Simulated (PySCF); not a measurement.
AlEt2(vinyl), C₆H₁₃Al.
Geometry (PBE0-D3(BJ)/def2-SVP, Å), atoms numbered from 1 in this order:
```xyz
20
C6H13Al angstrom
Al     0.036    0.185   -0.220
C      1.933   -0.015    0.286
C      2.167   -0.726    1.625
H      2.409    0.982    0.304
H      2.455   -0.569   -0.517
H      3.239   -0.847    1.856
H      1.725   -0.170    2.469
H      1.718   -1.732    1.642
C     -0.844    1.945   -0.297
C     -2.319    1.954   -0.696
H     -0.256    2.586   -0.981
H     -0.710    2.422    0.694
H     -2.748    2.970   -0.719
H     -2.474    1.518   -1.697
H     -2.936    1.362    0.000
C     -0.967   -1.444   -0.630
C     -0.355   -2.639   -0.708
H     -2.049   -1.446   -0.830
H      0.723   -2.752   -0.530
H     -0.885   -3.570   -0.952
```

Method: PBE0-D3(BJ)/def2-SVP geometry optimisation, gas phase in PySCF 2.14.0.

Task: Which atoms are bound to Al1, and at what distances?

Result: 3 atoms: C16 1.956 Å, C9 1.969 Å, C2 1.973 Å. The nearest atom not counted as bound is H12, at 2.53 Å (others tie with it).

Task: List the angles at Al1.

Result: 
```csv
angle,degrees,distance of the outer atoms (Å)
C2–Al1–C9,122.0,3.45
C9–Al1–C16,120.5,3.41
C2–Al1–C16,117.5,3.36
```

Task: What is the shape at Al1?

Result: Planar: angles 122.0°, 120.5° and 117.5°, sum 360.0°, 0.01 Å off the plane of its three neighbours. The Al–C distances aren't all alike: 1.956 to 1.973 Å.

Task: What are the other bond lengths?

Result: C2–C3, C9–C10 1.531 Å; C2–H4 and 3 like bonds 1.107 Å; C3–H6 and 5 like bonds 1.103 Å; C16–C17 1.344 Å; C16–H18 1.100 Å; C17–H19 1.098 Å; C17–H20 1.099 Å.

Task: Give some angles away from the centre.

Result: Al1–C2–C3 114.7°, Al1–C9–C10 116.5°, Al1–C16–C17 121.3°.

Task: What are the rotational constants (commonest isotopes, rigid rotor)?

Result: A = 2344, B = 1335, C = 911.4 MHz: an asymmetric top.

Point group: C1 (no symmetry element, even within 0.4 Å). Charge 0, singlet. Not checked by PBE0-D3(BJ)/def2-SVP frequencies.

Time: 6.8 min wall; peak memory 0.65 GiB. Hardware: Arm Neoverse N1, one thread (shared host). That covers the optimisation of the geometry.

One conformer stands for the species.
